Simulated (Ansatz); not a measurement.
Basis-set extrapolation for C2H8BNO, SMILES `CNB(C)O` (PBE0-D4/def2-TZVP geometry, frozen core, Ansatz). Multiplicity 1, RHF reference.

|  | def2-TZVPP | def2-QZVPP |
| --- | --- | --- |
| HF | -234.591229 | -234.602686 |
| MP2 correlation | -0.905932 | -0.969339 |
| CCSD(T) correlation | -0.981828 | not run |

Energies in hartree. Use E(X) = E(∞) + A·exp(−7.88·√X) for Hartree–Fock and E(X) = E(∞) + B·X^(−2.97) for correlation, with X = 3 and 4, and add CCSD(T) minus MP2 of the smaller set to the MP2 limit.

Task: What is the CCSD(T) energy at the basis-set limit?

Result: HF limit: -234.602686 + (-0.011457) × 0.13774 = -234.60426. MP2 limit: -0.969339 + (-0.063407) × 0.74074 = -1.01631. Higher-order term: -0.981828 − (-0.905932) = -0.07590. Total: -235.69647 hartree, 324.0 kJ/mol below CCSD(T)/def2-TZVPP.
